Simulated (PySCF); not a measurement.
Computed shifts of a molecule C₄H₄S₂, PBE/pcSseg-1 (PySCF), GIAO, gas phase, equivalent atoms averaged, in ppm (number of nuclei): ¹³C: 157.5 (1), 124.4 (2), 98.4 (1). ¹H: 5.91 (2), 5.53 (2). References: ¹³C against TMS (σ = 182.0 ppm); ³³S against H2S (σ = 706.5 ppm); ¹H against TMS (σ = 31.49 ppm), references at their B3LYP-D3(BJ)/def2-TZVP geometries, non-relativistic. Geometry: TPSSh-D3(BJ)/def2-SVP. The values are those of a single conformer.

Question: Which molecule gave these data?
A) Sc1ccsc1
B) C=C1SC=CS1
C) C=C=C1SCS1
D) C1=CSC=CS1

Answer: B, C=C1SC=CS1
